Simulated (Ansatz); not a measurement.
Program: Ansatz. Geometries: PBE0-D4/def2-TZVP. ΔE: electronic, gas phase. CBS: MP2 limit from def2 TZ/QZ plus the TZ coupled-cluster correction, frozen cores. This one scheme is used for every species. One conformer a species, not always the lowest.

`FBBCl` + NH₃ → `NBBF` + HCl  (ligand exchange at a B–Cl bond)

```json
{"species": "`FBBCl`", "MP2/CBS(def2) energy (Eh)": "-610.35653"}
{"species": "NH₃", "MP2/CBS(def2) energy (Eh)": "-56.48866"}
{"species": "`NBBF`", "MP2/CBS(def2) energy (Eh)": "-206.50830"}
{"species": "HCl", "MP2/CBS(def2) energy (Eh)": "-460.35267"}
```

(1) Work out ΔE.

(2) What do rigid-rotor, harmonic-oscillator terms from PBE0-D4/def2-TZVP frequencies (298.15 K, 1 bar) make of the CCSD(T)/CBS value? (An estimate is asked.)

Largest T1 diagnostic among the species: 0.015.

## Answers

(1) ΔE = (-206.50830) + (-460.35267) − (-610.35653) − (-56.48866) = -0.01578 Eh = -41.4 kJ/mol. CCSD(T)/CBS gives -44.1 kJ/mol.

(2) Computed: ΔZPE = -1.9 kJ/mol, ΔH = -46.7 kJ/mol, ΔS = -5 J/(mol·K), ΔG = -45.3 kJ/mol. Modes under 50 cm⁻¹ make the entropy rough.

Leaving LDA and LC-ωPBE aside and taking each functional with its dispersion term where it has one, the values, not all of them listed here, spread over 9.9 kJ/mol, from CAM-B3LYP-D4 to B97M-V. LDA lies −12.6 kJ/mol from PBE without D4. At CCSD(T), def2-SVP lies −11.2 kJ/mol from the extrapolated value and def2-TZVPP −2.2 kJ/mol.
